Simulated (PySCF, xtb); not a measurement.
Ca(Cl)2 cation (CaCl2), SMILES [Cl][Ca][Cl] (connectivity only; charge and spin as stated), charge +1, multiplicity 2.

Harmonic wavenumbers (cm⁻¹) from GFN2-xTB in xtb at its own minimum, in rising order: 145, 215, 280.

Question: What does PBE-D3(BJ)/def2-TZVP (PySCF 2.14.0) give at its own minimum? (An estimate is asked for; the answer gives what the named calculation found.)

Answer: 178, 264, 370. Paired by order, the mean absolute difference is 57 cm⁻¹ and the zero-point energies are 0.9 and 1.2 kcal/mol.
